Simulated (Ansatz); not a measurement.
Reaction (ligand exchange at the Si–N bond): `N[SiH]([SiH3])O[SiH3]` + H–F → `F[SiH]([SiH3])O[SiH3]` + NH₃

Calculated with Ansatz (gas phase, PBE0-D4/def2-TZVP geometries, no zero-point term in ΔE). CCSD(T)/CBS adds triple-zeta CCSD(T) − MP2 to the extrapolated MP2 energy (def2 sets, frozen cores). This one scheme is used for every species. DFT in def2-TZVPP. Each species was taken in one conformer, which may not be the lowest.

| level | ΔE (kJ/mol) |
| --- | --- |
| PBE0-D4 | -79.1 |
| PBE0 | -83.4 |

Task: What does CCSD(T)/CBS give? (Best estimate.)

Result: Ansatz gave: -83.3 kJ/mol. The listed levels differ from it by 4.2, -0.1 kJ/mol.

Largest T1 diagnostic among the species: 0.013.

The D4 term adds +7.5 kJ/mol with B3LYP and +4.3 kJ/mol with PBE0; it sums over pairs of atoms, weighted by their polarisabilities, and B3LYP, whose exchange is more repulsive, gets the larger term. In def2-TZVPP, CCSD(T) changes the Hartree–Fock value by +16.9 kJ/mol (the triples alone add +2.4 kJ/mol) and MP2 by +20.0 kJ/mol.

B3LYP here is the variant with VWN-RPA as its local correlation; programs differ in this.
